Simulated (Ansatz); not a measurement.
The same path of C₂H₃BINO (9 atoms, charge 0, multiplicity 1) was run twice with different band settings. The coordinate that changes most is the dihedral H7–N1–C2–O6.

These are results of RKS B3LYP/def2-SVP in Ansatz 0.2.0, not measurements.

Relaxed end points:

```xyz
9
Properties=species:S:1:pos:R:3
N 0.697 -1.574 0.028
C 0.163 -0.349 -0.001
C -0.739 0.417 0.705
B -0.350 1.410 -0.360
I -0.729 3.401 -1.019
O 0.578 0.505 -1.021
H 1.372 -1.838 -0.679
H 0.436 -2.238 0.744
H -1.340 0.219 1.585
```

```xyz
9
Properties=species:S:1:pos:R:3
N 0.697 -1.574 0.028
C 0.163 -0.349 -0.001
C -0.739 0.417 0.705
B -0.351 1.411 -0.360
I -0.728 3.401 -1.019
O 0.577 0.505 -1.021
H 0.437 -2.238 0.744
H 1.373 -1.837 -0.679
H -1.340 0.219 1.586
```

Common settings: movable images 7; climbing image yes; spring 5.0 eV/Å²; optimiser quadratic models (default); start path IDPP; iteration limit 60; end points relaxed.

| run | force threshold |
| --- | --- |
| 1 | 0.03 eV/Å |
| 2 | 0.2 eV/Å |

Question: What does each run give, and how far can it be trusted?

Answer: Run 1: converged after 13 iterations, highest image 0.557 eV above the first end. A vibrational analysis at the climbing image gives one clearly imaginary mode, 304i cm⁻¹: a first-order saddle point.
Run 2: converged after 10 iterations, highest image 0.557 eV above the first end. The threshold of 0.2 eV/Å is loose, so the images may lie well off the minimum-energy path. Another band between the same ends (7 images) ends at a top of the same energy, where a vibrational analysis finds 1 clearly imaginary mode.
